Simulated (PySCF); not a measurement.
PySCF input file for C3H9FSi, SMILES CC[Si@H](C)F, TDDFT-ωB97X/def2-SVPD. The structure is a stationary point at PBE0-D3(BJ)/def2-SVP. The structure was generated by enumeration; whether it is a known compound was not checked. The values are those of a single conformer.

```python
import numpy as np
from pyscf import gto, scf, dft, tdscf

mol = gto.M(
    atom='''
    C     1.77140112   -1.53546724   -0.00329175
    C     1.08778785   -0.38456599   -0.73900054
    Si   -0.21367934    0.50090178    0.27304725
    C    -1.63209308   -0.61239212    0.74644598
    F    -0.80897311    1.72305625   -0.63653184
    H     2.54621265   -2.01239861   -0.62319337
    H     1.05483129   -2.32271956    0.28065189
    H     2.26203019   -1.19291763    0.92212036
    H     1.83081069    0.36607078   -1.05983936
    H     0.60720704   -0.74480465   -1.66570659
    H     0.39713539    1.12522394    1.48598932
    H    -1.28697014   -1.42584403    1.40431382
    H    -2.41242576   -0.05221446    1.28380369
    H    -2.08913807   -1.06597509   -0.14693708
    ''',
    basis='def2-SVPD',
    charge=0,
    spin=0,
    max_memory=1600,
    verbose=4,
)
mf = dft.RKS(mol, xc='wb97x').density_fit(auxbasis='def2-universal-jkfit')
mf.grids.level = 3
mf.conv_tol = 1e-9
mf.max_cycle = 100
mf.kernel()
mf.grids = dft.Grids(mol).set(level=1).build(with_non0tab=True)  # coarser grid for the response kernel
td = tdscf.TDDFT(mf)
td.singlet = True
td.nstates = 10
td.conv_tol = 1e-4
td.positive_eig_threshold = 1e-6
td.kernel(x0=td.get_init_guess(mf, 15))
td.analyze()
tt = tdscf.TDA(mf)
tt.singlet = False
tt.nstates = 4
tt.conv_tol = 1e-4
tt.positive_eig_threshold = 1e-6
tt.kernel(x0=tt.get_init_guess(mf, 9))
tt.analyze(verbose=3)
```

Log of the run:

```
PySCF version 2.14.0

[INPUT] verbose = 4
[INPUT] num. atoms = 14
[INPUT] num. electrons = 50
[INPUT] charge = 0
[INPUT] spin (= nelec alpha-beta = 2S) = 0
[INPUT] symmetry False subgroup None
[INPUT] Mole.unit = angstrom
[INPUT] Symbol           X                Y                Z      unit          X                Y                Z       unit  Magmom
[INPUT]  1 C      1.771401120000  -1.535467240000  -0.003291750000 AA    3.347462973548  -2.901612556842  -0.006220505971 Bohr   0.0
[INPUT]  2 C      1.087787850000  -0.384565990000  -0.739000540000 AA    2.055621118129  -0.726724397922  -1.396508626506 Bohr   0.0
[INPUT]  3 Si    -0.213679340000   0.500901780000   0.273047250000 AA   -0.403795431078   0.946567179507   0.515984521566 Bohr   0.0
[INPUT]  4 C     -1.632093080000  -0.612392120000   0.746445980000 AA   -3.084208930998  -1.157253387642   1.410578468983 Bohr   0.0
[INPUT]  5 F     -0.808973110000   1.723056250000  -0.636531840000 AA   -1.528737620038   3.256104409720  -1.202870847165 Bohr   0.0
[INPUT]  6 H      2.546212650000  -2.012398610000  -0.623193370000 AA    4.811644563403  -3.802882226355  -1.177664791945 Bohr   0.0
[INPUT]  7 H      1.054831290000  -2.322719560000   0.280651890000 AA    1.993342245722  -4.389303832570   0.530355208442 Bohr   0.0
[INPUT]  8 H      2.262030190000  -1.192917630000   0.922120360000 AA    4.274617544598  -2.254287609865   1.742554934285 Bohr   0.0
[INPUT]  9 H      1.830810690000   0.366070780000  -1.059839360000 AA    3.459730790026   0.691773516406  -2.002806126434 Bohr   0.0
[INPUT] 10 H      0.607207040000  -0.744804650000  -1.665706590000 AA    1.147455006508  -1.407476804803  -3.147729258983 Bohr   0.0
[INPUT] 11 H      0.397135390000   1.125223940000   1.485989320000 AA    0.750477121472   2.126365075404   2.808112838829 Bohr   0.0
[INPUT] 12 H     -1.286970140000  -1.425844030000   1.404313820000 AA   -2.432021095093  -2.694454713046   2.653768512742 Bohr   0.0
[INPUT] 13 H     -2.412425760000  -0.052214460000   1.283803690000 AA   -4.558823982246  -0.098671029142   2.426037371806 Bohr   0.0
[INPUT] 14 H     -2.089138070000  -1.065975090000  -0.146937080000 AA   -3.947898788702  -2.014400975709  -0.277670838743 Bohr   0.0

nuclear repulsion = 243.308216063791
number of shells = 79
number of NR pGTOs = 255
number of NR cGTOs = 179
basis = def2-SVPD
ecp = {}


[settings echo left out]
init E= -509.003172179385
  HOMO = -0.325719636946145  LUMO = 0.0237738681473272  gap/eV = 9.51020
cycle= 1 E= -508.800485515252  delta_E= 0.203  |g|= 0.524  |ddm|=  4.4
  HOMO = -0.368533537483938  LUMO = 0.0825945387624123  gap/eV = 12.27582
cycle= 2 E= -508.805792921543  delta_E= -0.00531  |g|= 0.573  |ddm|= 1.12
  HOMO = -0.396874912578696  LUMO = 0.0849491378342639  gap/eV = 13.11110
cycle= 3 E= -508.855862662086  delta_E= -0.0501  |g|= 0.0433  |ddm|= 0.41
  HOMO = -0.398960894974359  LUMO = 0.086109449702652  gap/eV = 13.19944
cycle= 4 E= -508.856301080253  delta_E= -0.000438  |g|= 0.0186  |ddm|= 0.0981
  HOMO = -0.396650316094243  LUMO = 0.087353531752111  gap/eV = 13.17042
cycle= 5 E= -508.856392401068  delta_E= -9.13e-05  |g|= 0.00327  |ddm|= 0.0369
  HOMO = -0.397353762664114  LUMO = 0.0872009908233968  gap/eV = 13.18541
cycle= 6 E= -508.856395405239  delta_E= -3e-06  |g|= 0.000618  |ddm|= 0.00856
  HOMO = -0.397233120557707  LUMO = 0.0872311252876874  gap/eV = 13.18294
cycle= 7 E= -508.856395538588  delta_E= -1.33e-07  |g|= 0.000173  |ddm|= 0.00196
  HOMO = -0.397268439789619  LUMO = 0.087228901692975  gap/eV = 13.18384
cycle= 8 E= -508.856395549074  delta_E= -1.05e-08  |g|= 4.75e-05  |ddm|= 0.000453
  HOMO = -0.397264924108145  LUMO = 0.0872300231423448  gap/eV = 13.18378
cycle= 9 E= -508.856395549857  delta_E= -7.83e-10  |g|= 1.41e-05  |ddm|= 0.000103
  HOMO = -0.397264765885303  LUMO = 0.0872303695936241  gap/eV = 13.18378
Extra cycle  E= -508.856395549919  delta_E= -6.24e-11  |g|= 9.19e-06  |ddm|= 4.41e-05
converged SCF energy = -508.856395549919
tot grids = 49504
Overwritten attributes  positive_eig_threshold  of <class 'pyscf.tdscf.rks.TDDFT'>


******** <class 'pyscf.tdscf.rks.TDDFT'> for <class 'pyscf.df.df_jk.DFRKS'> ********
nstates = 10 singlet
deg_eia_thresh = 1.000e-03
wfnsym = None
conv_tol = 0.0001
eigh lindep = 1e-12
eigh level_shift = 0
eigh max_cycle = 100


Excitation energies (eV)
[ 8.15748586  8.61465811  8.65370119  9.09903284  9.30334723  9.49937039
  9.74769621  9.83968486  9.97003941 10.21114726]

** Singlet excitation energies and oscillator strengths **
Excited State   1:      8.15749 eV    151.99 nm  f=0.0018
      25 -> 26        0.42324
      25 -> 27       -0.48866
      25 -> 30       -0.19194
Excited State   2:      8.61466 eV    143.92 nm  f=0.0254
      24 -> 26        0.25662
      24 -> 27       -0.49898
      24 -> 28        0.14808
      24 -> 30       -0.23608
      25 -> 26       -0.21215
      25 -> 28        0.13268
Excited State   3:      8.65370 eV    143.27 nm  f=0.0273
      24 -> 27       -0.24323
      24 -> 30       -0.10353
      25 -> 26        0.42411
      25 -> 27        0.33855
      25 -> 28       -0.28764
Excited State   4:      9.09903 eV    136.26 nm  f=0.0144
      24 -> 26       -0.31080
      24 -> 27       -0.14325
      25 -> 26        0.15282
      25 -> 27        0.18697
      25 -> 28        0.51000
Excited State   5:      9.30335 eV    133.27 nm  f=0.1055
      24 -> 26        0.36793
      24 -> 27        0.27018
      24 -> 28        0.33928
      24 -> 31       -0.10939
      25 -> 26        0.13876
      25 -> 27        0.13139
      25 -> 28        0.16096
      25 -> 29       -0.12729
      25 -> 31       -0.10745
Excited State   6:      9.49937 eV    130.52 nm  f=0.0773
      23 -> 26        0.19159
      24 -> 26        0.28455
      24 -> 28       -0.47262
      24 -> 31        0.18799
      25 -> 28        0.16875
      25 -> 29       -0.10592
Excited State   7:      9.74770 eV    127.19 nm  f=0.1055
      23 -> 26       -0.30971
      23 -> 27        0.11394
      24 -> 29       -0.13980
      25 -> 29       -0.52000
      25 -> 32        0.10553
      25 -> 33        0.10830
Excited State   8:      9.83968 eV    126.00 nm  f=0.0141
      23 -> 26        0.47388
      23 -> 27       -0.18859
      23 -> 28       -0.11791
      24 -> 27       -0.10389
      24 -> 31       -0.10851
      25 -> 29       -0.32742
Excited State   9:      9.97004 eV    124.36 nm  f=0.1059
      21 -> 26        0.10870
      22 -> 26        0.10557
      24 -> 29        0.10996
      25 -> 27       -0.13025
      25 -> 28        0.10351
      25 -> 30        0.59572
Excited State  10:     10.21115 eV    121.42 nm  f=0.0517
      22 -> 26       -0.11976
      24 -> 29       -0.33704
      24 -> 30       -0.12272
      24 -> 31       -0.11200
      25 -> 31        0.40448
      25 -> 33       -0.27591

** Transition electric dipole moments (AU) **
state          X           Y           Z        Dip. S.      Osc.
  1         0.0621     -0.0184     -0.0684      0.0089      0.0018
  2        -0.1710     -0.2888      0.0889      0.1205      0.0254
  3         0.3069     -0.0157     -0.1855      0.1288      0.0273
  4         0.1358      0.2143     -0.0017      0.0644      0.0144
  5        -0.4803     -0.0136      0.4815      0.4627      0.1055
  6         0.4274      0.2993      0.2444      0.3320      0.0773
  7         0.1140      0.2941      0.5852      0.4419      0.1055
  8        -0.0738      0.0924      0.2108      0.0584      0.0141
  9        -0.6239     -0.1967      0.0753      0.4336      0.1059
 10         0.1791      0.0858      0.4087      0.2065      0.0517

** Transition velocity dipole moments (imaginary part, AU) **
state          X           Y           Z        Dip. S.      Osc.
  1         0.0202     -0.0046     -0.0245      0.0010      0.0023
  2        -0.0584     -0.0926      0.0258      0.0126      0.0266
  3         0.0982     -0.0070     -0.0596      0.0132      0.0277
  4         0.0485      0.0774     -0.0001      0.0083      0.0166
  5        -0.1660     -0.0035      0.1678      0.0557      0.1087
  6         0.1527      0.1121      0.0889      0.0438      0.0836
  7         0.0350      0.1085      0.2110      0.0575      0.1070
  8        -0.0280      0.0364      0.0782      0.0082      0.0152
  9        -0.2343     -0.0715      0.0303      0.0609      0.1108
 10         0.0711      0.0339      0.1497      0.0286      0.0508

** Transition magnetic dipole moments (imaginary part, AU) **
state          X           Y           Z
  1        -0.3623     -0.1892     -0.0436
  2        -1.1192      0.0606      0.6684
  3         0.1768      0.6347      0.7476
  4        -0.2737      0.5378      0.0281
  5        -0.5246      0.9382     -0.7167
  6         0.7088     -1.0794      0.2758
  7        -0.4113      0.0005      0.7655
  8         0.3971      0.5076     -1.2153
  9         0.6683      0.3702      0.4113
 10        -0.5242     -0.1094     -0.2343
Overwritten attributes  positive_eig_threshold  of <class 'pyscf.tdscf.rks.TDA'>


******** <class 'pyscf.tdscf.rks.TDA'> for <class 'pyscf.df.df_jk.DFRKS'> ********
nstates = 4 triplet
deg_eia_thresh = 1.000e-03
wfnsym = None
conv_tol = 0.0001
eigh lindep = 1e-12
eigh level_shift = 0
eigh max_cycle = 100


Excitation energies (eV)
[7.83234917 8.23560214 8.44555459 8.80229891]

** Triplet excitation energies and oscillator strengths **
Excited State   1:      7.83235 eV    158.30 nm  f=0.0000
Excited State   2:      8.23560 eV    150.55 nm  f=0.0000
Excited State   3:      8.44555 eV    146.80 nm  f=0.0000
Excited State   4:      8.80230 eV    140.85 nm  f=0.0000
```

The run converged.

Cost: about 18 core-minutes (a rough figure).
